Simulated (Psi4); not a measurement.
C$_{4}$H$_{9}$O$_{2}$ (SMILES CO[CH]COC), doublet, at a GFN2-xTB geometry, atoms displaced at random by about 0.03 Å a coordinate; R2SCAN/STO-3G, gradient (Psi4).

Input for Psi4:
```
memory 2 GB

molecule mol {
0 2
  C     2.429536    0.089207   -0.220285
  O     1.552472   -1.011171   -0.386546
  C     0.248026   -0.820464   -0.146178
  C    -0.400021    0.274733    0.720964
  O    -1.702712    0.307102    0.680704
  C    -2.214493    0.722306   -0.526072
  H     2.420909    0.483898    0.765298
  H     3.401746   -0.283967   -0.514409
  H     2.149834    0.948265   -0.898181
  H    -0.315196   -1.737681   -0.143707
  H     0.098950    1.302098    0.367617
  H    -0.075274    0.203724    1.753742
  H    -1.909786    0.055528   -1.349626
  H    -1.921797    1.727921   -0.884456
  H    -3.336798    0.608422   -0.466218
symmetry c1
no_reorient
no_com
}

set basis sto-3g
set reference uks

gradient('r2scan')
print_variables()
```

The log (banner, timings and long lists left out):

```
gradient() will perform analytic gradient computation.

   => Loading Basis Set <=

    Name: STO-3G
    Role: ORBITAL
    Keyword: BASIS

         ---------------------------------------------------------
                                   SCF
               by Justin Turney, Rob Parrish, Andy Simmonett
                          and Daniel G. A. Smith
                              UKS Reference
         ---------------------------------------------------------

  ==> Geometry <==

    Molecular point group: c1
    Full point group: C1

    Geometry (in Angstrom), charge = 0, multiplicity = 2:

       Center              X                  Y                   Z               Mass
    ------------   -----------------  -----------------  -----------------  -----------------
         C            2.429536000000     0.089207000000    -0.220285000000    12.000000000000
         O            1.552472000000    -1.011171000000    -0.386546000000    15.994914619570
         C            0.248026000000    -0.820464000000    -0.146178000000    12.000000000000
         C           -0.400021000000     0.274733000000     0.720964000000    12.000000000000
         O           -1.702712000000     0.307102000000     0.680704000000    15.994914619570
         C           -2.214493000000     0.722306000000    -0.526072000000    12.000000000000
         H            2.420909000000     0.483898000000     0.765298000000     1.007825032230
         H            3.401746000000    -0.283967000000    -0.514409000000     1.007825032230
         H            2.149834000000     0.948265000000    -0.898181000000     1.007825032230
         H           -0.315196000000    -1.737681000000    -0.143707000000     1.007825032230
         H            0.098950000000     1.302098000000     0.367617000000     1.007825032230
         H           -0.075274000000     0.203724000000     1.753742000000     1.007825032230
         H           -1.909786000000     0.055528000000    -1.349626000000     1.007825032230
         H           -1.921797000000     1.727921000000    -0.884456000000     1.007825032230
         H           -3.336798000000     0.608422000000    -0.466218000000     1.007825032230

  Running in c1 symmetry.

  Rotational constants: A =      0.30761  B =      0.05644  C =      0.05543 [cm^-1]
  Rotational constants: A =   9221.98308  B =   1692.01391  C =   1661.84436 [MHz]
  Nuclear repulsion =  250.724111226552282

  Charge       = 0
  Multiplicity = 2
  Electrons    = 49
[...]
  @DF-UKS Final Energy:  -304.05050155188752
    Total Energy =                       -304.0505015518875211
[...]

    Deriv               =              1
    GGA                 =           TRUE
    Meta                =           TRUE

    Exchange Hybrid     =          FALSE
    MP2 Hybrid          =          FALSE

   => Exchange Functionals <=

    1.0000   XC_MGGA_X_R2SCAN

   => Correlation Functionals <=

    1.0000   XC_MGGA_C_R2SCAN

   => LibXC Density Thresholds  <==

    XC_MGGA_C_R2SCAN:  1.00E-15
    XC_MGGA_X_R2SCAN:  1.00E-11

   => Molecular Quadrature <=

    Radial Scheme          =       TREUTLER
    Pruning Scheme         =           NONE
    Nuclear Scheme         =       TREUTLER

    Blocking Scheme        =         OCTREE
    BS radius alpha        =              1
    Pruning alpha          =              1
    Radial Points          =             75
    Spherical Points       =            302
    Total Points           =         316813
    Total Blocks           =           2396
    Max Points             =            256
    Max Functions          =             37
    Weights Tolerance      =       1.00E-15

  -Total Gradient:
     Atom            X                  Y                   Z
    ------   -----------------  -----------------  -----------------
       1        0.011913816454    -0.035787165065     0.040716194695
       2       -0.043655813316     0.051312420024     0.015352387174
       3        0.061872224546    -0.021203077561    -0.008768261321
       4       -0.171968594299    -0.054783599751     0.032833264483
       5        0.129191179508     0.011421124584    -0.061949941160
       6        0.045520151359     0.004320996558     0.063100180998
       7       -0.005525018078    -0.011332804810    -0.040708350417
       8       -0.020029127695     0.002198720185     0.000192033259
       9       -0.005475439028     0.009124656755    -0.004586377553
      10        0.005503981415     0.021967736832     0.003492567960
      11        0.015957418743     0.029267658629    -0.010836163014
      12       -0.003266656721     0.007508210482    -0.027992877450
      13       -0.004871037123     0.007989146426     0.008335295405
      14        0.000214823453    -0.010645367474    -0.009770550020
      15       -0.015809937519    -0.011195686364    -0.000399968353

  Variable Map:
  ----------------------------------------------------------------------------
[...]
  Array Variable Map:
  ----------------------------------------------------------------------------
[...]
[...]
```
